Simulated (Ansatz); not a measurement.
Species: CdS, net charge 0, singlet state. 
Structure (B3LYP-D3(BJ)/def2-TZVP (Ansatz, a program for electronic structure) minimum search):
```xyz
2

Cd     0.0000     0.0000    -0.5671
S      0.0000     0.0000     1.7014
```
Charge 0, spin multiplicity 1.

Quantity: atomisation energy (electronic, to ground-state atoms), in eV. Cores are frozen in the correlated levels unless marked. UHF or UKS for open shells. Spin-orbit coupling is left out. Frozen are the shells of the preceding noble gas and the d and f shells that filled before the atom's block. In def2 rows, elements after Kr have scalar-relativistic effective core potentials. The coupled-cluster limit lacks core correlation, which all-electron functionals hold. Basis-set limits of correlation are two-point, X^-3; Hartree-Fock from the larger set. [CCSD(T)-MP2]/basis is that difference in the basis named.

| level | program | atomisation energy (eV) |
|---|---|---|
| HF/def2-QZVPP | Ansatz | -0.54 |
| PBE-D3(BJ)/def2-TZVPD | Ansatz + dftd3 | 1.23 |
| BLYP-D4/def2-TZVPD | Ansatz + dftd4 | 1.00 |
| r2SCAN/def2-TZVPD | Ansatz | 1.10 |
| r2SCAN-D4/def2-TZVPD | Ansatz + dftd4 | 1.11 |
| B97M-V/def2-TZVPD | Ansatz | 1.10 |
| PBE0/def2-SVP | Ansatz | 0.93 |
| PBE0-D4/def2-TZVPD | Ansatz + dftd4 | 1.02 |
| LC-wPBE/def2-TZVPD | Ansatz | 0.81 |
| B2PLYP-D3(BJ)/def2-TZVPD | Ansatz + dftd3 | 1.00 |
| MP2/def2-SVP | Ansatz | 0.66 |
| MP2/def2-SVPD | Ansatz | 0.89 |
| SCS-MP2/def2-SVPD | Ansatz | 0.73 |
| CCSD/def2-TZVPPD | Ansatz | 0.62 |
| CCSD/CBS(def2-TZVPPD,def2-QZVPPD) | Ansatz | 0.80 |
| CCSD(T)/def2-TZVPP | Ansatz | 0.82 |
| CCSD(T)/def2-TZVPPD | Ansatz | 0.88 |
| RI-MP2/CBS(def2-TZVPP,def2-QZVPP)+[CCSD(T)-MP2]/def2-SVP | Ansatz | 1.13 |
| RI-MP2/CBS(def2-TZVPPD,def2-QZVPPD)+[CCSD(T)-MP2]/def2-SVPD | Ansatz | 1.04 |
| RI-MP2/CBS(def2-TZVPP,def2-QZVPP)+[CCSD(T)-MP2]/def2-TZVPP | Ansatz | 1.07 |
| CCSD(T)/CBS(def2-TZVPPD,def2-QZVPPD) | Ansatz | 1.07 |

The Hartree-Fock reference is unstable (checked in the largest basis), which strains HF and MP2.
